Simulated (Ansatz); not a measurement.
A nudged elastic band was laid between two geometries of GeH4O3 + H2S (11 atoms, charge 0, multiplicity 1).

All numbers below come from RKS PBE-D4/def2-SVP in Ansatz.

| Property | Result |
| --- | --- |
| movable images | 5 |
| climbing image | yes |
| spring | 5.0 eV/Å² |
| optimiser | quadratic models (default) |
| start path | through a guess of the saddle point |
| force threshold | 0.05 eV/Å |
| iteration limit | 60 |
| end points | relaxed |

First end point:

```xyz
11
Properties=species:S:1:pos:R:3
Ge -0.169 -0.132 0.074
O -0.309 -0.290 1.862
H -1.112 0.161 2.186
O 1.591 -0.212 -0.259
H 1.789 -1.041 -0.737
H -0.832 1.117 -0.528
O -0.923 -1.580 -0.670
H -0.906 -2.319 -0.032
S 1.711 2.516 1.633
H 2.308 1.614 0.801
H 1.190 1.490 2.366
```

Last end point:

```xyz
11
Properties=species:S:1:pos:R:3
Ge 0.158 0.493 -0.426
O 0.022 -0.889 2.353
H 0.000 0.059 2.605
O 1.713 -0.304 0.107
H 1.958 -1.029 -0.500
H 0.150 0.776 -1.946
O -1.221 -0.559 -0.064
H -1.062 -0.841 0.883
S 0.206 2.304 0.910
H 1.568 2.239 0.961
H 0.847 -0.925 1.812
```

What changes between the two ends?

Bonds broken: Ge1–O2, S9–H11. Bonds formed: Ge1–S9, O2–H11. GeH4O3 + H2S becomes GeH4O2S + H2O.

Give the energies along the band, and the barrier.

The run converged. The highest image is number 2 of 0 to 6, 14.2 kcal/mol above the first end and 26.5 kcal/mol above the last; the last end lies 12.3 kcal/mol below the first. The profile has 2 maxima (images 2, 5) with wells between them (image 4): this band takes more than one step, which may be the mechanism or a detour left from its start path. A vibrational analysis at the climbing image gives one clearly imaginary mode, 637i cm⁻¹: a first-order saddle point. The orbitals stay closed-shell, which can raise the energy where a bond breaks towards radicals; this wasn't checked here.

```
image  path coordinate (Å)  energy (kcal/mol)  Ge1–O2 (Å)  S9–H11 (Å)  Ge1–S9 (Å)
    0                 0.00                0.0        1.80        1.36        3.60
    1                 0.87                2.2        1.82        1.38        3.24
    2                 1.73               14.2        1.98        1.67        2.63
    3                 3.42               -2.1        3.07        2.21        2.29
    4                 5.11              -10.3        3.43        2.35        2.29
    5                 6.80               -9.9        3.43        3.26        2.27
    6                 8.48              -12.3        3.11        3.41        2.25
```

What is the geometry of the highest image?


```xyz
11
Properties=species:S:1:pos:R:3
Ge 0.107 0.205 0.026
O -0.101 -0.010 1.988
H -1.038 -0.030 2.274
O 1.752 -0.321 -0.474
H 1.627 -1.176 -0.935
H -0.789 1.213 -0.723
O -0.874 -1.289 -0.322
H -0.563 -2.049 0.205
S 1.298 2.213 1.238
H 2.461 1.508 1.310
H 0.460 1.059 2.107
```

Time of the run: 2.5 min on 4 threads of Arm Neoverse V2, with other jobs on the host, peak memory 0.2 GiB.
